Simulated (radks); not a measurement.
Q: I III, 51 electrons, occupied as [Kr] 4d9 5s2 5p3 6s1 (not the ground configuration). Method: Dirac Kohn-Sham, PBEsol, spin-unpolarised, spherical densities, point nucleus; open shells fill j = l - 1/2 first; computed with a radial shooting solver on a logarithmic mesh with Libxc functionals.

Spin-orbit splittings of the eigenvalues, e(l+1/2) - e(l-1/2), with zeta = 2 splitting/(2l+1) and mean radii in bohr:

shell  occ.  splitting (eV)  zeta (eV)  <r> j=l-1/2  <r> j=l+1/2
2p        6           298.5      199.0      0.09849       0.1042
3p        6           56.20      37.47       0.3041       0.3156
3d       10           11.83      4.731       0.2864       0.2901
4p        6               ?          ?       0.7670       0.7943
4d        9           1.799     0.7195       0.8940       0.9044
5p        3           1.556      1.038        2.024        2.096
5d        0          0.1537    0.06148        2.969        2.999
6p        0          0.3094     0.2063        4.723        4.842

Estimate the 4p splitting.

A: 11.18 eV (zeta = 7.450 eV).
